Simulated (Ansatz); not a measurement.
Isolated molecules relaxed with PBE0-D4/def2-TZVP in Ansatz; ΔE leaves out vibrations. CCSD(T)/CBS adds triple-zeta CCSD(T) − MP2 to the extrapolated MP2 energy (def2 sets, frozen cores). This one scheme is used for every species. DFT in def2-TZVPP. B3LYP here is the variant with VWN-RPA as its local correlation; programs differ in this. One conformer a species, not always the lowest.

`B[SiH](O)OC` + `C=O` → `B[SiH](O)C=O` + CH₃OH  (formal exchange of groups at the Si–O bond)

```
             level  ΔE (kJ/mol)  difference from CCSD(T)/CBS
            PBE-D4         94.6                        -22.1
         r2SCAN-D4        106.6                        -10.1
           PBE0-D4        104.8                        -11.9
          B3LYP-D4        114.2                         -2.5
           ωB97X-V        116.0                         -0.7
           ωB97M-V        115.5                         -1.2
            B2PLYP        118.9                          2.2
               PBE         93.7                        -23.0
            r2SCAN        106.2                        -10.5
              PBE0        103.9                        -12.8
             B3LYP        112.8                         -3.9
     HF/def2-TZVPP        134.2                         17.5
    MP2/def2-TZVPP        124.7                          8.0
SCS-MP2/def2-TZVPP        126.6                          9.9
   CCSD/def2-TZVPP        122.0                          5.3
CCSD(T)/def2-TZVPP        119.3                          2.6
     HF/def2-QZVPP        135.0                         18.3
    MP2/def2-QZVPP        123.5                          6.8
SCS-MP2/def2-QZVPP        125.4                          8.7
      HF/CBS(def2)        135.1                         18.4
     MP2/CBS(def2)        122.1                          5.4
    CCSD/CBS(def2)        119.4                          2.7
       CCSD(T)/CBS        116.7                            0
```

Largest T1 diagnostic among the species: 0.016.

In def2-TZVPP, CCSD(T) changes the Hartree–Fock value by −14.9 kJ/mol (the triples alone add −2.7 kJ/mol) and MP2 by −9.4 kJ/mol. From PBE to PBE0 (25 % exact exchange), in def2-TZVPP and without D4, ΔE moves by +10.2 kJ/mol.
